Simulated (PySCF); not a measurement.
Coordinates in bohr (charge 0 multiplicity 3):
```
Rh   -0.0111    0.0000    0.0000
H     2.8678    0.0000    0.0000
H    -0.8661    2.9439    0.0000
H    -0.8661   -2.9439    0.0000
```

Computed with UPBE0 in PySCF with Rh def2-TZVP with ECP28, H def2-TZVP; scalar-relativistic core potentials, no spin–orbit coupling; density-fitted integrals.

This geometry of RhH₃ is a stationary point at this level.

Problem. What is the point group?

Solution. C2v.

Problem. Is it a minimum?

Solution. No: it has 2 imaginary modes, at 640i cm⁻¹ (b1), 270i cm⁻¹ (b2).

Problem. List the harmonic modes with their infrared intensities.

Solution. 
```json
{"symmetry": "b1", "ω (cm⁻¹)": "640i", "IR (km/mol)": "–", "type": "bend"}
{"symmetry": "b2", "ω (cm⁻¹)": "270i", "IR (km/mol)": "–", "type": "bend"}
{"symmetry": "a1", "ω (cm⁻¹)": "955", "IR (km/mol)": "37.3", "type": "bend"}
{"symmetry": "b2", "ω (cm⁻¹)": "1670", "IR (km/mol)": "99.5", "type": "stretch"}
{"symmetry": "a1", "ω (cm⁻¹)": "1938", "IR (km/mol)": "43.9", "type": "stretch"}
{"symmetry": "a1", "ω (cm⁻¹)": "2213", "IR (km/mol)": "42.4", "type": "stretch"}
```

Problem. What are the dipole moment and the gap between the highest occupied and lowest empty levels of either spin?

Solution. 0.44 D and 3.42 eV.

In C2v the vibrations span b1 + 2b2 + 3a1. Here b1 is antisymmetric to the molecular plane and b2 lies in it.

Only a few start shapes were tried, so a lower isomer may exist. With open d or f shells other occupations or spin states may lie lower. At this level a singlet minimum of C3v symmetry lies 178 kJ/mol below this structure.
